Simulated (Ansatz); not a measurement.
Basis-set extrapolation for C2H6AlClSi, SMILES `C=[CH][AlH][SiH2]Cl` (PBE0-D4/def2-TZVP geometry, frozen core, the Gaussian-basis code of Ansatz). Multiplicity 1, RHF reference.

```tsv
	def2-TZVPP	def2-QZVPP
HF	-1069.660796	-1069.692873
MP2 correlation	-0.707090	-0.762659
CCSD(T) correlation	-0.804964	not run
```

Energies in hartree. Use E(X) = E(∞) + A·exp(−7.88·√X) for Hartree–Fock and E(X) = E(∞) + B·X^(−2.97) for correlation, with X = 3 and 4, and add CCSD(T) minus MP2 of the smaller set to the MP2 limit.

Problem. What is the CCSD(T) energy at the basis-set limit?

Solution. HF limit: -1069.692873 + (-0.032077) × 0.13774 = -1069.69729. MP2 limit: -0.762659 + (-0.055569) × 0.74074 = -0.80382. Higher-order term: -0.804964 − (-0.707090) = -0.09787. Total: -1070.59898 hartree, 3.63 eV below CCSD(T)/def2-TZVPP.
